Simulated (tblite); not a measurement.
Species: CH10FN3Si3.
Atom-mapped SMILES: `[F:1][CH2:2][SiH:3]1[NH:4][SiH2:5][NH:6][SiH2:7][NH:8]1` (hydrogens: H9, H10 on C2; H11 on Si3; H12 on N4; H13, H14 on Si5; H15 on N6; H16, H17 on Si7; H18 on N8)

A start from a force field or distance geometry was refined with GFN2-xTB geometry optimisation, gas phase (tblite). Values at the start:

| coordinate | start |
| --- | --- |
| F1–C2 | 1.380 Å |
| C2–Si3 | 1.867 Å |
| C2–H9 | 1.098 Å |
| Si3–N4 | 1.806 Å |
| Si3–H11 | 1.473 Å |
| N4–Si5 | 1.795 Å |
| N4–H12 | 1.044 Å |
| Si5–N6 | 1.773 Å |
| Si5–H13 | 1.466 Å |
| Si5–H14 | 1.486 Å |
| N6–H15 | 1.055 Å |
| F1–C2–Si3 | 106.6° |
| C2–Si3–N4 | 109.5° |
| C2–Si3–N8 | 111.9° |
| Si3–N4–Si5 | 106.1° |
| N4–Si3–N8 | 104.7° |
| N4–Si5–N6 | 112.6° |
| Si5–N6–Si7 | 109.6° |

How do these coordinates change at the GFN2-xTB level?

| coordinate | GFN2-xTB (Å or °) | change |
| --- | --- | --- |
| Si3–N4 | 1.720 | -0.086 |
| N4–Si5 | 1.728 | -0.067 |
| N6–H15 | 1.006 | -0.049 |
| Si5–N6 | 1.728 | -0.045 |
| C2–Si3 | 1.909 | +0.042 |
| N4–H12 | 1.005 | -0.039 |
| Si5–H14 | 1.470 | -0.016 |
| C2–H9 | 1.091 | -0.007 |
| Si5–H13 | 1.469 | +0.003 |
| F1–C2 | 1.383 | +0.003 |
| Si3–H11 | 1.473 | 0.000 |
| Si5–N6–Si7 | 129.8 | +20.2 |
| Si3–N4–Si5 | 125.0 | +18.9 |
| N4–Si5–N6 | 105.8 | -6.8 |
| C2–Si3–N8 | 108.4 | -3.5 |
| F1–C2–Si3 | 109.6 | +3.0 |
| N4–Si3–N8 | 107.0 | +2.3 |
| C2–Si3–N4 | 108.5 | -1.0 |

The energy falls by 1.406 eV over 143 L-BFGS steps, the largest force on an atom goes from 2.03 to 0.009 eV/Å, and the atoms move by 0.834 Å rms after alignment. The bond that changes most is Si3–N4 (SiH silicon to nitrogen bridging silicon atoms), which shortens by 0.086 Å. Bonds longer at the end by more than 0.005 Å: 2 of 18; shorter: 12. Among the dihedrals that turn most is H13–Si5–N6–H15, from 72° to -47°. Rotational constants go from 2108, 806.4, 649.6 to 2010, 803.0, 602.4 MHz.

The run took 1.2 s on one thread, Intel Xeon 6975P-C (x86_64) (shared host).

Its GFN2-xTB frequencies are all real (lowest 38 cm⁻¹). One conformer, not necessarily the lowest. 3 starts were optimised and ended at 0.00, 0.03 and 0.89 kcal/mol (GFN2-xTB); the lowest of these is shown.

The numbers are calculated, not measured.
